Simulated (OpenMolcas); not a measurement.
# CH5FOSi (SMILES CO[SiH2]F): the energy, rung by rung

The species is CH5FOSi (9 atoms), meant as a singlet with charge 0. SMILES: `CO[SiH2]F`. The shape is that of a PBE0-D4/def2-TZVP optimisation. This is one conformer, not always the lowest.

```xyz
9

C    -0.2802    1.1507   -0.6884
O    -0.7436   -0.0642   -0.1380
Si    0.1689   -1.1277    0.6799
F     1.2020   -1.8652   -0.2901
H     0.1896    0.9790   -1.6608
H    -1.1359    1.8136   -0.8230
H     0.4434    1.6435   -0.0290
H    -0.7482   -2.1417    1.2319
H     0.9924   -0.4342    1.7003
```

Quantity: the energy change with the O2–Si3 bond stretched from 1.623 to 2.109 Å, in eV. The values are calculated.

| level | kind | program | value (eV) | less CCSD(T)/def2-SVP | CPU time (all runs) |
| --- | --- | --- | --- | --- | --- |
| HF/def2-SVP (restricted) | Hartree–Fock | OpenMolcas | 2.07 | +0.32 | 17 s |
| SVWN5/def2-SVP (restricted) | LDA | OpenMolcas | 1.74 | -0.01 | 53 s |
| PBE/def2-SVP (restricted) | GGA | OpenMolcas | 1.49 | -0.26 | 74 s |
| TPSS/def2-SVP (restricted) | meta-GGA | OpenMolcas | 1.57 | -0.18 | 1.7 min |
| B3LYP/def2-SVP (restricted) | global hybrid | OpenMolcas | 1.67 | -0.08 | 81 s |
| B2PLYP/def2-SVP (restricted) | double hybrid | OpenMolcas | 1.73 | -0.02 | 53 s |
| MP2/def2-SVP (restricted) | perturbation theory | OpenMolcas | 1.78 | +0.03 | 18 s |
| CCSD(T)/def2-SVP (restricted) | coupled cluster or CI | OpenMolcas | 1.75 | 0.00 | 2.8 min |

Differences are taken from CCSD(T)/def2-SVP (restricted) for orientation; it has basis-set and higher-order errors of its own. The first shape isn't each level's own minimum. The values span 1.49 to 2.07 eV. Times are those of the runs behind each value, whatever else they computed, on shared processors of several kinds: orders of magnitude only.
